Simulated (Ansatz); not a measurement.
`[CH3][GeH3]` + `[SH][GeH3]` → `[GeH3][S][GeH3]` + CH₄ at 400 K and 1 bar (ligand exchange at a Ge–C bond).

Gas-phase electronic energies from Ansatz, PBE0-D4/def2-TZVP geometries. CCSD(T)/CBS adds triple-zeta CCSD(T) − MP2 to the extrapolated MP2 energy (def2 sets, frozen cores). This one scheme is used for every species. For Ge outer-core shells are correlated without core-valence functions, which leaves a few kJ/mol of doubt a bond. Scalar relativity is left out up to krypton.

```tsv
species	CCSD(T)/CBS energy (Eh)	H − E (kJ/mol)	S (J/(mol·K))
`[CH3][GeH3]`	-2117.76728	178.0	291.9
`[SH][GeH3]`	-2476.30083	106.6	308.1
`[GeH3][S][GeH3]`	-4553.63258	160.1	391.2
CH₄	-40.46206	131.3	197.2
```

H − E and S are ideal-gas, rigid-rotor, harmonic terms from PBE0-D4/def2-TZVP. 1 Eh = 2625.50 kJ/mol, R = 8.31446 J/(mol·K).

Q: By hand: ΔE, ΔH, ΔS and ΔG.

A: ΔE = (-4553.63258) + (-40.46206) − (-2117.76728) − (-2476.30083) = -0.02653 Eh = -69.7 kJ/mol. Δ(H − E) = 160.1 + 131.3 − 178.0 − 106.6 = 6.8, so ΔH = -62.9 kJ/mol. ΔS = 391.2 + 197.2 − 291.9 − 308.1 = -11.6 J/(mol·K). ΔG = -62.9 − 400 × (-11.6)/1000 = -58.3 kJ/mol.

Q: By hand: the equilibrium constant, and the temperature at which ΔG would vanish if ΔH and ΔS stayed fixed.

A: log₁₀ K = −ΔG/(RT ln 10) = 7.6. ΔG = 0 at ΔH/ΔS = 5422 K, far beyond where these terms or the molecules hold.

The number of gas molecules stays the same, so ΔS is small and ΔH decides. A doubt of 5 kJ/mol in ΔE shifts log₁₀ K by 0.7 here. Modes under 60 cm⁻¹, often nearly free rotors, make the harmonic entropy too high. These are equilibria of isolated gas molecules and say nothing of rates. Largest T1 diagnostic: 0.011 (customary marks: 0.02 for closed shells, 0.045 for open ones).
